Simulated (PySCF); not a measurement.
C4H7FO2, SMILES O[C@@H]1C[C@@H](O)C1F. Geometry optimised at PBE-D3(BJ)/def2-SVP. The structure was generated by enumeration; whether it is a known compound was not checked. Other conformers were not sampled.

Problem. Give the equilibrium geometry at PBE-D3(BJ)/def2-SVP (PySCF confirms it by a frequency run) as bond lengths and angles. (An estimate is asked for; the answer gives what the named calculation found.)

Solution. Several could match; the one computed here: 
Atoms: O1 C2 C3 C4 O5 C6 F7 H8 H9 H10 H11 H12 H13 H14. Bonded distances (Å): O1–C2 1.414, O1–H8 0.978, C2–C3 1.546, C2–C6 1.548, C2–H9 1.115, C3–C4 1.547, C3–H10 1.108, C3–H11 1.106, C4–O5 1.402, C4–C6 1.545, C4–H12 1.114, O5–H13 0.974, C6–F7 1.391, C6–H14 1.111. Angles (°): C2–O1–H8 105.8, O1–C2–C3 110.4, O1–C2–C6 110.5, O1–C2–H9 112.1, C3–C2–C6 86.8, C3–C2–H9 117.4, C6–C2–H9 117.2, C2–C3–C4 88.8, C2–C3–H10 112.0, C2–C3–H11 116.1, C4–C3–H10 110.4, C4–C3–H11 117.9, H10–C3–H11 110.1, C3–C4–O5 115.6, C3–C4–C6 86.9, C3–C4–H12 109.7, O5–C4–C6 120.0, O5–C4–H12 113.4, C6–C4–H12 108.3, C4–O5–H13 108.0, C2–C6–C4 88.8, C2–C6–F7 115.0, C2–C6–H14 113.3, C4–C6–F7 118.6, C4–C6–H14 110.8, F7–C6–H14 109.2.
